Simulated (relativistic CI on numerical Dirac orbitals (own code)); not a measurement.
**Ni4+ in a cubic cluster: L2,3 absorption with charge transfer**

Computed with a charge-transfer multiplet model of a cubic metal-ligand cluster with up to 3 ligand holes, Slater and spin-orbit integrals from Dirac-Coulomb-Breit ions, Slater integrals scaled by 0.7. The parameters are those of a tetrahedral site (10Dq negative, t2 hopping the larger). The ground state mixes d6 with configurations of k ligand holes L, whose averages lie at kΔ + k(k − 1)U_dd/2; a core hole lowers each added d electron by U_cd. 300 K, Lorentzian 0.4 eV and Gaussian 0.3 eV FWHM.

Atomic integrals in eV (Slater integrals scaled, ζ unscaled), ground: F2dd 9.934, F4dd 6.234, zeta_d 0.099; with the core hole: F2dd 10.444, F4dd 6.555, zeta_d 0.124, zeta_core 11.400, F2cd 6.313, G1cd 4.879, G3cd 2.777.

Cluster parameters (eV): U_dd = 6.2, U_cd = 7.6, 10Dq = -0.4, 10Dq(ligand) = 0, V(eg) = 1.2, V(t2g) = -2.04, final-state hopping factor = 1.

| Case | n_d | d6 | d7L | d8L2 | d9L3 | S |
| --- | --- | --- | --- | --- | --- | --- |
| Δ = -1.7 eV | 6.80 | 0.32 | 0.56 | 0.11 | 0.00 | 1.98 |
| Δ = -0.7 eV | 6.67 | 0.42 | 0.50 | 0.08 | 0.00 | 1.99 |
| Δ = 0.3 eV | 6.55 | 0.51 | 0.44 | 0.05 | 0.00 | 1.99 |
| Δ = 1.3 eV | 6.44 | 0.59 | 0.37 | 0.04 | 0.00 | 1.99 |
| Δ = 4.3 eV | 6.23 | 0.78 | 0.21 | 0.01 | 0.00 | 2.00 |

Weights, n_d and S are thermal averages at 300 K. Photon energies count from the first peak over 30 % of the highest in each spectrum, which can be another peak from case to case. The parameters are a model scan and need not match a compound or its usual spin state. Peaks in eV (height, largest 100):
- Δ = -1.7 eV: -2.0 (12), 0.0 (100), 4.1 (6), 5.7 (5), 6.4 (6), 16.0 (7), 17.8 (28)
- Δ = -0.7 eV: -2.1 (12), 0.0 (100), 4.4 (6), 6.5 (6), 15.9 (8), 17.0 (19), 17.8 (29)
- Δ = 0.3 eV: -2.2 (11), 0.0 (100), 2.7 (14), 5.1 (7), 6.6 (5), 16.0 (8), 17.0 (20), 17.9 (28)
- Δ = 1.3 eV: -2.3 (10), 0.0 (100), 3.0 (13), 5.2 (7), 15.9 (8), 16.9 (21), 17.9 (28)
- Δ = 4.3 eV: -2.7 (9), 0.0 (100), 0.7 (72), 2.2 (26), 3.5 (12), 15.7 (10), 16.7 (25), 17.5 (29), 18.0 (31), 19.9 (9), 20.5 (7)

For the case Δ = 1.3 eV, Δ = 1.3 eV is smaller than U_dd = 6.2 eV, the charge-transfer side of the Zaanen-Sawatzky-Allen scheme. With the core hole the configuration with one ligand hole lies at Δ + U_dd − U_cd = -3.1, -2.1, -1.1, -0.1, 2.9 eV from the one without, in the order of the table; where this is negative the screened configuration lies lower, though the effective hopping of about 3.5 eV (from the holes of the mixed ground state) mixes the two strongly wherever it is as large as the gap.
